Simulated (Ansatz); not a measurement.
System: H$_{2}$Te, charge 0, singlet. H2Te (SMILES [TeH2]).
B3LYP-D3(BJ)/def2-TZVP minimum from Ansatz (a quantum-chemistry and plane-wave program):
```
Te
H 1 1.6612
H 1 1.6612 2 90.43
```

Total energies in def2-QZVPP, 8 correlated electrons, 9 frozen orbitals. Open shells are spin-unrestricted; no spin-orbit coupling. Correlated methods leave the cores frozen (noble-gas shells, and filled d and f shells in the p block). Past Kr the def2 sets carry scalar-relativistic core potentials. Spin-orbit terms, left out, reach several kcal/mol for Br and I, and more for heavier atoms.

```
method    program  energy (Eh)  minus CCSDT(Q) (mEh)
--------  -------  -----------  --------------------
HF         Ansatz   -268.15549                192.92
MP2        Ansatz   -268.31813                 30.28
CCSD       Ansatz   -268.34029                  8.12
CCSD(T)    Ansatz   -268.34738                  1.03
CCSDT(Q)   Ansatz   -268.34841                  0.00
```

Rough core times of Ansatz's runs on a shared machine: CCSD(T) under 20 s, CCSDT(Q) 9 min.
